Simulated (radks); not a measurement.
Species: S1.25+. Configuration: [Ne] 3s2 3p(up 1.75, down 1) (fractional occupations, a model configuration).

Method: scalar-relativistic Kohn-Sham, r2SCAN, spin-polarised, spherical densities, finite nucleus; meta-GGA in the generalised Kohn-Sham scheme; Fermi nuclear charge, rms radius 3.2611 fm; computed with a radial shooting solver on a logarithmic mesh with Libxc functionals.

Energy parts (hartree):
| part | energy |
|---|---|
| total | -398.57680 |
| kinetic | 400.13745 |
| electron-nucleus | -942.61685 |
| Hartree | 169.09590 |
| exchange-correlation | -25.19329 |

Orbitals (lengths in bohr, moments of r in powers of bohr; r(max) is where P^2 peaks; r(90%) holds 90 % of the orbital's charge):
orbital	occ.	eigenvalue (hartree)	<r^2>	<r>	r(90%)	r(max)
1s up	1	-89.48040	0.01264	0.09688	0.173	0.06331
1s down	1	-89.47430	0.01263	0.09687	0.173	0.06331
2s up	1	-8.51564	0.2705	0.4768	0.746	0.3875
2s down	1	-8.51195	0.2704	0.4769	0.746	0.3876
2p up	3	-6.41292	0.2434	0.4414	0.734	0.3260
2p down	3	-6.40579	0.2434	0.4415	0.734	0.3262
3s up	1	-1.16377	3.056	1.629	2.44	1.390
3s down	1	-1.12251	3.085	1.636	2.46	1.391
3p up	1.75	-0.73868	4.003	1.851	2.84	1.539
3p down	1	-0.69976	4.083	1.867	2.87	1.542

The highest occupied level is 3p down at -19.041 eV. The spin density at the nucleus is 0.0502 e/bohr^3 (1s -0.1177, 2s 0.1107, 3s 0.0572). The electron density at the nucleus is 2953 e/bohr^3 (large components only).
